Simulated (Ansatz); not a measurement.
CH7BGaN, SMILES `BN[CH2][GaH2]`, relaxed with RKS PBE0-D4/def2-TZVP in the Gaussian-basis code of Ansatz from a GFN2-xTB geometry. The force threshold is 0.005 eV/Å; the program also tests the step.

The species carries charge 0 and has multiplicity 1.

Start:

```xyz
11

B     0.852   -1.745   -0.394
N     0.252   -0.730    0.321
C     0.523    0.696    0.237
Ga   -1.334    1.543   -0.074
H     0.540   -2.851   -0.166
H     1.660   -1.476   -1.199
H    -0.416   -0.951    1.053
H     1.017    1.053    1.155
H     1.217    0.881   -0.590
H    -2.555    0.524    0.017
H    -1.756    3.056   -0.361
```

Q: By how much does the energy fall, and how many steps does the optimiser take? (Estimate.)

A: Computed: 15.77 kJ/mol, in 12 steps.

Q: Which bonds change most? (Estimate.)

A: The calculation gave: C3–Ga4 from 2.064 to 1.988 Å; B1–H6 from 1.172 to 1.199 Å; B1–H5 from 1.171 to 1.197 Å; Ga4–H11 from 1.597 to 1.571 Å.

Q: Give the relaxed structure. (Estimate.)

A: Computed: 
```xyz
11

B     0.931   -1.745   -0.402
N     0.286   -0.803    0.379
C     0.362    0.639    0.253
Ga   -1.376    1.547   -0.071
H     0.739   -2.906   -0.180
H     1.657   -1.371   -1.280
H    -0.341   -1.121    1.102
H     0.827    1.089    1.142
H     1.034    0.876   -0.577
H    -2.709    0.738    0.139
H    -1.409    3.057   -0.505
```
